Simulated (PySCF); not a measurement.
**Spinor energies of Co(18+) (cobalt, charge +18)**

Start: [He] 2s2 2p5; 2p1/2 filled at m_j = +1/2; 2p3/2 filled at m_j = -3/2, -1/2, +1/2, +3/2. Calculated with PySCF 2.14 in an uncontracted even-tempered set (18 s from 4.2 bohr⁻², ratio 2.4; 12 p from 5.4 bohr⁻², ratio 2.4; 5 d from 24 bohr⁻², ratio 2.6; 5 f from 36 bohr⁻², ratio 2.6): generalised Hartree-Fock with the X2C-1e Hamiltonian and a Gaussian nucleus; one run each with spin-orbit coupling (SO) screened by Boettger's factors, then bare. This is a chosen level, not necessarily the ground level.

| spinor shell | electrons | ε, screened SO (eV) | ε, bare SO (eV) | weight of nominal j (bare SO) | rms radius, bare SO (bohr) |
| --- | --- | --- | --- | --- | --- |
| 1s1/2 | 2 | -8527.2 | -8527.3 | 1.000 | 0.0647 |
| 2s1/2 | 2 | -1631.8 | -1631.8 | 1.000 | 0.268 |
| 2p1/2 | 1 | -1524.6 | -1525.5 | 1.000 | 0.236 |
| 2p3/2 | 4 | -1502.4 | -1502.0 | 1.000 | 0.239 |

```csv
quantity,screened SO,bare SO
E (hartree),-1195.08485,-1195.05731
M_J,1/2,1/2
⟨J²⟩,0.750,0.750
⟨L²⟩,2.001,2.001
⟨S²⟩,0.750,0.750
```

Each row is a mean over spinors that exchange with the open shell spreads, by up to 6.961 eV (2s1/2).
